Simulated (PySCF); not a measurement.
CCl$_{2}$GaNO (SMILES O=C=[N][Ga]([Cl])[Cl]), singlet, at a GFN2-xTB geometry (such geometries of metal compounds can be far from the true shape), with bond 3-1 at 1.8 times its length; PySCF with CASSCF(2,4)/STO-3G.

Here is a job for PySCF.
```python
from pyscf import gto, scf, mcscf
import numpy

mol = gto.M(
    atom='''
Ga   -0.31058645    0.16975485   -0.17357427
Cl   -2.04976377   -0.93807999   -0.33124956
Cl    0.33735483    3.65165552   -1.32896000
N     1.08950948   -0.68522869    0.64438469
C     2.04804883   -1.17334413    1.16591723
O     2.96497859   -1.65610310    1.67107346
''',
    basis='sto-3g',
    verbose=4,
)

mf = scf.RHF(mol)
mf.kernel()
mc = mcscf.CASSCF(mf, 4, 2)
mc.fix_spin_(ss=0.0)
mc.kernel()
occ = numpy.linalg.eigvalsh(mc.fcisolver.make_rdm1(mc.ci, mc.ncas, mc.nelecas))[::-1]
ss = mc.fcisolver.spin_square(mc.ci, mc.ncas, mc.nelecas)[0]
print('natural occupations', occ.round(4), ' <S^2>', round(ss, 4))
```

What the program printed (banner, timings and long lists left out):

```
PySCF version 2.14.0

[INPUT] verbose = 4
[INPUT] num. atoms = 6
[INPUT] num. electrons = 86
[INPUT] charge = 0
[INPUT] spin (= nelec alpha-beta = 2S) = 0
[INPUT] symmetry False subgroup None
[INPUT] Mole.unit = angstrom
[INPUT] Symbol           X                Y                Z      unit          X                Y                Z       unit  Magmom
[...]
nuclear repulsion = 496.58079637294
number of shells = 27
number of NR pGTOs = 153
number of NR cGTOs = 51
basis = sto-3g
ecp = {}

******** <class 'pyscf.scf.hf.RHF'> ********
method = RHF
initial guess = minao
damping factor = 0
level_shift factor = 0
DIIS = <class 'pyscf.scf.diis.CDIIS'>
diis_start_cycle = 1
diis_space = 8
diis_damp = 0
SCF conv_tol = 1e-09
SCF conv_tol_grad = None
SCF max_cycles = 50
direct_scf = True
direct_scf_tol = 1e-13
Set gradient conv threshold to 3.16228e-05
Initial guess from minao.
init E= -2972.75081456037
[...]
cycle= 1 E= -2974.72647087037  delta_E= -1.98  |g|= 0.69  |ddm|= 3.72
[...]
cycle= 2 E= -2974.9250929621  delta_E= -0.199  |g|= 0.301  |ddm|= 1.83
[...]
cycle= 3 E= -2974.95364787727  delta_E= -0.0286  |g|= 0.0867  |ddm|= 0.466
[...]
cycle= 4 E= -2974.95748362159  delta_E= -0.00384  |g|= 0.0416  |ddm|= 0.176
[...]
cycle= 5 E= -2974.95882703943  delta_E= -0.00134  |g|= 0.0218  |ddm|= 0.115
[...]
cycle= 6 E= -2974.95936323916  delta_E= -0.000536  |g|= 0.00901  |ddm|= 0.0771
[...]
cycle= 7 E= -2974.95953837946  delta_E= -0.000175  |g|= 0.00362  |ddm|= 0.0582
[...]
cycle= 8 E= -2974.95956022413  delta_E= -2.18e-05  |g|= 0.00113  |ddm|= 0.0254
[...]
cycle= 9 E= -2974.95956148604  delta_E= -1.26e-06  |g|= 0.000541  |ddm|= 0.00407
[...]
cycle= 10 E= -2974.95956204877  delta_E= -5.63e-07  |g|= 0.000258  |ddm|= 0.00285
[...]
cycle= 11 E= -2974.95956225677  delta_E= -2.08e-07  |g|= 0.000153  |ddm|= 0.00186
[...]
cycle= 12 E= -2974.95956236142  delta_E= -1.05e-07  |g|= 7.57e-05  |ddm|= 0.00171
[...]
cycle= 13 E= -2974.95956238818  delta_E= -2.68e-08  |g|= 3.13e-05  |ddm|= 0.00106
[...]
cycle= 14 E= -2974.95956239062  delta_E= -2.45e-09  |g|= 2.22e-05  |ddm|= 0.000212
[...]
cycle= 15 E= -2974.95956239172  delta_E= -1.1e-09  |g|= 1.64e-05  |ddm|= 0.000124
[...]
cycle= 16 E= -2974.95956239259  delta_E= -8.65e-10  |g|= 7.85e-06  |ddm|= 0.000148
[...]
Extra cycle  E= -2974.95956239269  delta_E= -9.64e-11  |g|= 6.38e-06  |ddm|= 2.6e-05
converged SCF energy = -2974.95956239269

******** <class 'pyscf.mcscf.mc1step.CASSCF'> ********
CAS (1e+1e, 4o), ncore = 42, nvir = 5
[...]
CASCI E = -2975.03813568469  S^2 = 0.0000000
[...]
macro iter   6 ( 16 JK    3 micro), CASSCF E = -2975.13066073071  dE = -4.33195510e-07  S^2 = 0.0000000
               |grad[o]|=0.000166  |grad[c]|=0.000114  |ddm|=0.000159  |maxRot[o]|=0.235
macro iter   7 (  6 JK    1 micro), CASSCF E = -2975.13066106418  dE = -3.33469416e-07  S^2 = 0.0000000
               |grad[o]|=0.000134  |grad[c]|=8.61e-05  |ddm|=6.28e-05  |maxRot[o]|=0.0798
macro iter   8 (  6 JK    1 micro), CASSCF E = -2975.13066134108  dE = -2.76906121e-07  S^2 = 0.0000000
               |grad[o]|=0.000116  |grad[c]|=7.87e-05  |ddm|=4.96e-05  |maxRot[o]|=0.0798
macro iter   9 (  6 JK    1 micro), CASSCF E = -2975.13066159170  dE = -2.50619905e-07  S^2 = 0.0000000
               |grad[o]|=0.000101  |grad[c]|=7.22e-05  |ddm|=4.22e-05  |maxRot[o]|=0.0798
macro iter  10 (  6 JK    1 micro), CASSCF E = -2975.13066182201  dE = -2.30302703e-07  S^2 = 0.0000000
               |grad[o]|=8.82e-05  |grad[c]|=6.53e-05  |ddm|=3.67e-05  |maxRot[o]|=0.0798
macro iter  11 (  6 JK    1 micro), CASSCF E = -2975.13066203074  dE = -2.08739493e-07  S^2 = 0.0000000
               |grad[o]|=7.57e-05  |grad[c]|=5.76e-05  |ddm|=3.22e-05  |maxRot[o]|=0.0798
macro iter  12 (  6 JK    1 micro), CASSCF E = -2975.13066221557  dE = -1.84828423e-07  S^2 = 0.0000000
               |grad[o]|=6.39e-05  |grad[c]|=4.99e-05  |ddm|=2.93e-05  |maxRot[o]|=0.0798
macro iter  13 (  6 JK    1 micro), CASSCF E = -2975.13066237122  dE = -1.55645466e-07  S^2 = 0.0000000
               |grad[o]|=5.28e-05  |grad[c]|=4.17e-05  |ddm|=2.72e-05  |maxRot[o]|=0.0798
macro iter  14 (  6 JK    1 micro), CASSCF E = -2975.13066249498  dE = -1.23763584e-07  S^2 = 0.0000000
               |grad[o]|=4.22e-05  |grad[c]|=3.4e-05  |ddm|=2.69e-05  |maxRot[o]|=0.0798
macro iter  15 (  4 JK    1 micro), CASSCF E = -2975.13066254346  dE = -4.84792508e-08  S^2 = 0.0000000
               |grad[o]|=3.18e-05  |grad[c]|=1.4e-05  |ddm|=1.07e-05  |maxRot[o]|= 0.04
macro iter  16 (  1 JK    1 micro), CASSCF E = -2975.13066254346  dE = -9.09494702e-13  S^2 = 0.0000000
               |grad[o]|=2.59e-05  |grad[c]|=1.14e-06  |ddm|=1.8e-06  |maxRot[o]|=    0
1-step CASSCF converged in  16 macro (160 JK  32 micro) steps
CASSCF canonicalization
Density matrix diagonal elements [1.04153366e+00 9.50774132e-01 1.91515885e-06 7.69029294e-03]
CASSCF energy = -2975.13066254346
CASCI E = -2975.13066254346  E(CI) = -1.74475428170172  S^2 = 0.0000000
natural occupations [1.0468 0.9532 0.     0.    ]  <S^2> 0.0
```
